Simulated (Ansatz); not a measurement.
Consider the formal exchange of groups at the Se–C bond: `CNC[SeH]` + `B1CO1` → `[SeH]C1BO1` + dimethylamine.

Program: Ansatz. Geometries: PBE0-D4/def2-TZVP. ΔE: electronic, gas phase. CBS: MP2 limit from def2 TZ/QZ plus the TZ coupled-cluster correction, frozen cores. DFT in def2-TZVPP. For Se outer-core shells are correlated without core-valence functions, which leaves a few kJ/mol of doubt a bond. Scalar relativity is left out up to krypton. One conformer a species, not always the lowest.

(1) Is it downhill or uphill in electronic energy at CCSD(T)/CBS, and by how much? (Best estimate.)

(2) What do these levels give: r2SCAN-D4, PBE0-D4, MP2/def2-TZVPP, CCSD/def2-TZVPP, CCSD(T)/def2-TZVPP, SCS-MP2/def2-QZVPP? (Estimate.)

Largest T1 diagnostic among the species: 0.016.

Results:

(1) Ansatz gave: Downhill: ΔE = -5.8 kJ/mol.

(2) Ansatz gave: r2SCAN-D4 -9.8, PBE0-D4 -7.4, MP2/def2-TZVPP -6.9, CCSD/def2-TZVPP -4.5, CCSD(T)/def2-TZVPP -6.0, SCS-MP2/def2-QZVPP -6.0 kJ/mol.

In def2-TZVPP, CCSD(T) changes the Hartree–Fock value by −5.0 kJ/mol (the triples alone add −1.4 kJ/mol) and MP2 by −5.9 kJ/mol.
